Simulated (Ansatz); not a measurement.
```xyz
9

O     1.1739    0.0000    0.0000
C     0.3628    1.1164    0.0000
C    -0.9497    0.6900    0.0000
C    -0.9497   -0.6900    0.0000
C     0.3628   -1.1164    0.0000
H     0.6996    2.1531    0.0000
H    -1.8315    1.3307    0.0000
H    -1.8315   -1.3307    0.0000
H     0.6996   -2.1531    0.0000
```

Basis set: cc-pVDZ (spherical functions). Correlated methods keep 5 orbitals frozen. Charge 0, multiplicity 1.

Computed with Ansatz (development build ahead of 0.2.0); each method stands on the lowest determinant of its kind that the runs found. Restricted open shells among the atoms or ions are ROHF, correlated in semicanonical orbitals with singles.

The atomization energy at this shape (free ground-state atoms in the same class of orbitals less the molecule, no zero-point energy) of singlet C₄H₄O:

| method | atomization energy |
| --- | --- |
| RHF | 2926.0 kJ/mol |

(1) What does RHF-MP2 give?

## Answers

(1) 3935.8 kJ/mol. Caution: the shape is not the minimum.
